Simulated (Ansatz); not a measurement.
One change: `OC1[SiH2]S1` becomes `NC1[SiH2]S1`.

Ansatz, PBE0-D4/def2-TZVP geometries, multiplicity 1. Each molecule was computed in one conformer, which needn't be the lowest.

| property | `OC1[SiH2]S1` |
| --- | --- |
| LUMO energy (B3LYP/def2-TZVPP) / eV | -0.65 |
| HOMO–LUMO gap (ωB97M-V/def2-TZVPP) / eV | 10.62 |
| LUMO energy (PBE/def2-TZVPP) / eV | -1.27 |
| HOMO–LUMO gap (PBE/def2-TZVPP) / eV | 4.66 |
| HOMO energy (PBE0/def2-TZVPP) / eV | -7.14 |
| size of the dipole moment (ωB97M-V/def2-TZVPP) / D | 1.17 |

(1) What does the change do to each property? (Best estimate.)

Answers

(1) Ansatz gave: 
```json
{"property": "LUMO energy (B3LYP/def2-TZVPP) / eV", "`NC1[SiH2]S1`": "-0.52", "shift": "0.13"}
{"property": "HOMO–LUMO gap (ωB97M-V/def2-TZVPP) / eV", "`NC1[SiH2]S1`": "10.24", "shift": "-0.38"}
{"property": "LUMO energy (PBE/def2-TZVPP) / eV", "`NC1[SiH2]S1`": "-1.12", "shift": "0.15"}
{"property": "HOMO–LUMO gap (PBE/def2-TZVPP) / eV", "`NC1[SiH2]S1`": "4.40", "shift": "-0.26"}
{"property": "HOMO energy (PBE0/def2-TZVPP) / eV", "`NC1[SiH2]S1`": "-6.70", "shift": "0.44"}
{"property": "size of the dipole moment (ωB97M-V/def2-TZVPP) / D", "`NC1[SiH2]S1`": "1.37", "shift": "0.20"}
```

With PBE0 the HOMO rises by 0.44 eV and the LUMO rises by 0.14 eV, so the gap narrows by about 0.30 eV. PBE moves the HOMO by 0.41 eV and ωB97M-V by 0.47 eV. The zero-point energy changes by 33.6 kJ/mol with +3 modes. Dipoles are sizes alone; their direction can turn.

B3LYP here is the variant with VWN-RPA as its local correlation; programs differ in this.
